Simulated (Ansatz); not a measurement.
`FC[CH2][SnH3]` and `FCCCCl` differ in one atom or group.

Ansatz, PBE0-D4/def2-TZVP geometries, multiplicity 1. Each molecule was computed in one conformer, which needn't be the lowest.

Elements past krypton have def2 core potentials.

```json
{"property": "HOMO energy (PBE0/def2-TZVPP) / eV", "`FC[CH2][SnH3]`": "-8.51"}
{"property": "size of the dipole moment (B3LYP/def2-TZVPP) / D", "`FC[CH2][SnH3]`": "1.41"}
{"property": "LUMO energy (ωB97M-V/def2-TZVPP) / eV", "`FC[CH2][SnH3]`": "1.43"}
{"property": "LUMO energy (B3LYP/def2-TZVPP) / eV", "`FC[CH2][SnH3]`": "-0.12"}
{"property": "HOMO–LUMO gap (PBE0/def2-TZVPP) / eV", "`FC[CH2][SnH3]`": "8.65"}
{"property": "HOMO energy (ωB97M-V/def2-TZVPP) / eV", "`FC[CH2][SnH3]`": "-10.68"}
```

Question: What does the change do to each property? (Estimate.)

Answer: Ansatz gave: 
```csv
property,`FCCCCl`,shift
HOMO energy (PBE0/def2-TZVPP) / eV,-8.44,0.07
size of the dipole moment (B3LYP/def2-TZVPP) / D,2.12,0.71
LUMO energy (ωB97M-V/def2-TZVPP) / eV,2.64,1.21
LUMO energy (B3LYP/def2-TZVPP) / eV,0.58,0.70
HOMO–LUMO gap (PBE0/def2-TZVPP) / eV,9.32,0.67
HOMO energy (ωB97M-V/def2-TZVPP) / eV,-10.76,-0.08
```

With PBE0 the HOMO rises by 0.07 eV and the LUMO rises by 0.76 eV, so the gap widens by about 0.69 eV. PBE moves the HOMO by 0.27 eV and ωB97M-V by -0.08 eV. Dipoles are sizes alone; their direction can turn.

B3LYP here is the variant with VWN-RPA as its local correlation; programs differ in this.

Positive LUMOs are unbound, so they and the gaps depend on the basis.
